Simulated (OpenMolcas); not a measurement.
## Yb V: CASPT2 settings compared

```json
{
 "Program": "OpenMolcas 26.06",
 "Basis": "ANO-R3 [9s8p5d5f3g2h]",
 "Scalar Hamiltonian": "X2C, finite nucleus",
 "Active space": "12 electrons in 7 orbitals (4f)",
 "State averaging": "2S+1 = 3 even, 21 roots; 2S+1 = 1 even, 27 roots kept (CI in the orbitals of an earlier block)",
 "Spin-orbit coupling": "state interaction with AMFI integrals over the reference wave functions, term energies averaged over their components"
}
```

Methods on the same reference wave functions:
A. CASSCF
B. SS-CASPT2, IPEA 0.6 Eh, real shift 0.4 Eh (closed shells correlated: 4d 5s 5p)
C. SS-CASPT2, IPEA 0.1 Eh, real shift 0.05 Eh (closed shells correlated: none)
D. SS-CASPT2, IPEA 0 Eh, sigma2 regulariser 0.05 Eh (closed shells correlated: 5s 5p)

Energies in cm⁻¹ above 4f¹² ³H₆, the measured ground level; measured values from the list in Tchang-Brillet, Wyart, Meftah and Ait Mammar, Atoms 6, 52 (2018).

```csv
Level,A,B,C,D,Measured
4f¹² ³H₆,0.0,0.0,0.0,0.0,0.0
4f¹² ³F₄ [55 %],7284,6060,6450,6040,
4f¹² ³H₅,9692,9730,9710,9720,9580
4f¹² ³H₄ [57 %],15197,14610,14760,14600,14405
4f¹² ³F₃,18291,16310,16910,16160,16372
4f¹² ³F₂,19588,16970,17880,16950,16877
4f¹² ¹G₄ [56 %],25035,24760,24830,24890,24193
4f¹² ¹I₆,45245,40270,43050,41770,39038
4f¹² ³P₁,49821,42300,45040,42630,
4f¹² ³P₂ [59 %],50933,44390,46780,44750,43120
4f¹² ³P₀,51382,43860,46600,44190,
```

Deviations, from unrounded energies. A percentage is the sum of absolute deviations over the sum of measured energies, with the sign that they share, or ± where signs differ.

```tsv
Against measurement	Levels	A	B	C	D
mean absolute deviation (cm-1)	7	2900	510	1500	810
fine structure of the ground term (%)	2	+3.8	+1.5	+2.0	+1.4
other terms of the ground configuration (%)	5	+14.0	±2.3	+7.1	±3.8
```

B lies closest to measurement on these levels and A furthest from it. The largest miss of B in the table is 4f¹² ³P₂ [59 %], by +1300 cm-1. The ranking rests on the paired levels alone, and a cruder setting can come out closer through cancelling errors.

Among B to D the level of the table that moves most is 4f¹² ¹I₆, by 2800 cm-1 (lowest in B, highest in C). Moves below CASPT2's spread within the term are not significant.

The mean deviations of B to D differ by less than CASPT2's widest spread within a term (1000 cm-1), so their order carries little weight.

From A to B the spin-free energies of the other terms of 4f¹² shown, above ³H, scale by factors of 0.77 to 0.98.

The lowest spin-free term lies below A's lowest term by 1.746 hartree in B, 0.554 hartree in C, 1.103 hartree in D.

CASPT2 breaks the degeneracy within a term, and the mean is taken; among the terms shown or strongly mixed into the levels shown the widest spread is 1000 cm-1 (4f¹² ¹I, D). Terms from blocks run as CI alone lack orbitals of their own. Without dynamic correlation excited terms often stand tens of per cent too high (terms of higher spin than the ground term too low), and those without a measured partner can miss by more than the paired ones (holds for A). The CASPT2 spread within a term exceeds the gap to the next term for 4f¹² ³P and 4f¹² ¹I, so the order of their levels is uncertain (holds for D). Computed and measured levels are paired by configuration, term and J; levels that our copy of the source lacks, or whose pairing is in doubt (as where it misses far off the trend of its configuration), stay unpaired and out of the deviations. Only configurations of the active space appear. Levels that lie high or do not pair safely by name in every column are left out.

A share in square brackets marks a mixed level and gives the weight of the term that names it, the lowest over the columns.
